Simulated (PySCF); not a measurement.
# C₆ coefficients of unlike pairs at PBE

Calculated with PySCF 2.14 from the dipole response of each species, C₆(A,B) = (3/π) ∫ α_A(iu) α_B(iu) du, in atomic units, from isotropic polarisabilities. For ions this is the dispersion term alone; charge-induced terms of lower order in 1/R come first.

| species | configuration | basis | relativity | α (bohr³) | C₆ (like pair) |
| --- | --- | --- | --- | --- | --- |
| Xe(3+) | [Kr] 4d10 5s2 5p3 (4S) | aug-cc-pVQZ-PP with one added diffuse shell each of s, p, d, f, g type with ECP28MDF (8s8p6d4f3g) | core potential | 9.432 | 54.26 |
| Zr(3+) | [Kr] 4d1 (2D) | aug-cc-pVTZ-DK (9s8p6d3f2g) | spin-free X2C | 5.694 | 23.03 |
| F(3+) | [He] 2s2 2p2 (3P) | dyall-acv3z (15s9p4d2f) | none | 0.9415 | 0.8502 |
| P(3+) | [Ne] 3s2 (1S) | aug-cc-pwCVQZ (10s9p7d5f3g) | none | 6.688 | 16.84 |

(1) Estimate C₆ for P(3+) with Zr(3+).

No spin-orbit coupling is included.

The other pairs:

```
          pair     C₆
 F(3+), Zr(3+)  4.372
 F(3+), Xe(3+)  6.581
  P(3+), F(3+)  3.386
Zr(3+), Xe(3+)  35.10
 P(3+), Xe(3+)  29.39
```

## Answers

(1) The integral gives 18.55. The combination rule 2 C_A C_B / (C_A α_B/α_A + C_B α_A/α_B) gives 18.74 and the geometric mean 19.69.
